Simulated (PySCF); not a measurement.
Compound: C5H6F3NO.
Cartesian coordinates in Å at the GFN2-xTB level; atoms count from 1:
```
atom  x, y, z in Å
F1     3.483   -1.187    0.565
C2     2.457   -0.359    0.406
F3     2.772    0.466   -0.606
F4     2.413    0.419    1.502
O5     1.358   -1.061    0.205
C6     0.176   -0.353   -0.007
C7    -0.077    0.945    0.007
C8    -1.534    1.145   -0.322
N9    -2.148   -0.184   -0.220
C10   -1.061   -1.152   -0.338
H11    0.594    1.764    0.185
H12   -1.635    1.504   -1.354
H13   -2.021    1.865    0.336
H14   -2.591   -0.280    0.688
H15   -1.004   -1.509   -1.374
H16   -1.191   -2.015    0.315
```

Computed at PBE0/pcSseg-1 (PySCF, non-relativistic), with Q(17O) = −0.0256 b, Q(14N) = 0.02044 b: O5, 17O (I = 5/2): χzz = -11.33 MHz, η = 0.703; N9, 14N (I = 1): χzz = -6.123 MHz, η = 0.168.

(1) Find the zero-field quadrupole resonance frequencies of 17O at O5.

(2) Find the zero-field quadrupole resonance frequencies of 14N at N9.

## Answers

(1) From the eigenvalues of H = χ/[4I(2I − 1)] × [3Iz² − I(I + 1) + η(Ix² − Iy²)], steps between neighbouring levels, labelled as for η = 0: ±1/2↔±3/2 2.440 MHz, ±3/2↔±5/2 3.147 MHz (ether oxygen).

(2) From ν± = (3/4)|χ|(1 ± η/3) and ν0 = |χ|η/2: ν+ 4.850 MHz, ν− 4.335 MHz, ν0 0.515 MHz (secondary amine nitrogen).

In a crystal, neighbours and librations shift these lines. The structure is a single GFN2-xTB conformer in the gas phase; no vibrational or solvent corrections. GFN2-xTB bond lengths can be off by several hundredths of an ångström, more for odd bonds, and the gradients follow them. With a basis this small, the couplings can be 20 % off.
